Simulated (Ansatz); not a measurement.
Cost and result for the atomization energy of H4InNOS (`[NH2][In]([OH])[SH]`) (8 atoms, 7 bonds).

Charge 0, multiplicity 1. Correlated methods include outer-core shells of In, which these sets cover unevenly. In: def2 effective core potential. Geometry: relaxed with PBE0-D4/def2-TZVP. It is one conformer, not always the lowest. Program: Ansatz. Hardware: A = 2 threads of an AMD EPYC 7R13 on a shared host; B = 2 threads of an AMD EPYC 7R13 on a shared host and a share of an NVIDIA H100 80 GB. Times are those of one run each, without the atoms' runs, and a repeat can differ threefold. Electronic energies, without spin–orbit coupling; frozen cores. CCSD(T)/CBS adds CCSD(T) − MP2 in def2-TZVPP to the MP2 limit, and its time is that of the two runs behind it. T1 = 0.015. With those shells the extrapolation isn't a true limit. B3LYP takes the VWN-RPA correlation (the form of Gaussian; ORCA's B3LYP/G).

CCSD(T)/CBS is a level of theory with its own doubt, some kJ/mol a heavy atom from the limit and from the frozen cores, so smaller differences don't rank the functionals.

| level | functions | atomization (kcal/mol) | difference from CCSD(T)/CBS | per bond |
| --- | --- | --- | --- | --- |
| PBE0-D4/def2-TZVPP [A] | 210 | 571.1 | -13.4 | -1.9 |
| PBE-D4/def2-TZVPP (with forces) [A] | 210 | 588.9 | 4.4 | 0.6 |
| B2PLYP/def2-TZVPP [A] | 210 | 567.7 | -16.8 | -2.4 |
| r2SCAN-D4/def2-TZVPP (with forces) [A] | 210 | 576.4 | -8.1 | -1.2 |
| ωB97M-V/def2-TZVPP (with forces) [A] | 210 | 581.2 | -3.3 | -0.5 |
| ωB97X-V/def2-TZVPP [A] | 210 | 582.5 | -2.0 | -0.3 |
| CCSD(T)/CBS(def2) | – | 584.5 | 0.0 | 0.0 |
| B3LYP-D4/def2-TZVPP (with forces) [A] | 210 | 572.3 | -12.2 | -1.7 |
| CCSD(T)/def2-QZVPP [B] | 386 | 575.7 | -8.8 | -1.3 |
| CCSD(T)/def2-TZVPP [B] | 210 | 560.4 | -24.1 | -3.4 |

Question: Order the runs by time, with rough figures. (Estimate.)

Answer: Computed: PBE-D4/def2-TZVPP (with forces) [A] 3.8 s; PBE0-D4/def2-TZVPP [A] 4.2 s; B3LYP-D4/def2-TZVPP (with forces) [A] 4.9 s; CCSD(T)/def2-TZVPP [B] 6.5 s; r2SCAN-D4/def2-TZVPP (with forces) [A] 6.5 s; ωB97X-V/def2-TZVPP [A] 8.5 s; B2PLYP/def2-TZVPP [A] 8.5 s; ωB97M-V/def2-TZVPP (with forces) [A] 14 s; CCSD(T)/def2-QZVPP [B] 18 s; CCSD(T)/CBS(def2) 24 s.

The D4 term adds +5.8 kcal/mol with B3LYP and +3.1 kcal/mol with PBE0; it sums over pairs of atoms, weighted by their polarisabilities, and B3LYP, whose exchange is more repulsive, gets the larger term. From PBE to PBE0 (25 % exact exchange), in def2-TZVPP and without D4, the atomization energy moves by −17.3 kcal/mol: exact exchange takes away binding that semilocal exchange gives to molecules. In def2-TZVPP, CCSD(T) changes the Hartree–Fock value by +193.8 kcal/mol (the triples alone add +12.8 kcal/mol) and MP2 by +204.3 kcal/mol; breaking electron pairs costs correlation energy, which Hartree–Fock lacks.

Spin–orbit coupling would lower the free In atoms strongly, and the atomization energy with them, by more than many differences here.
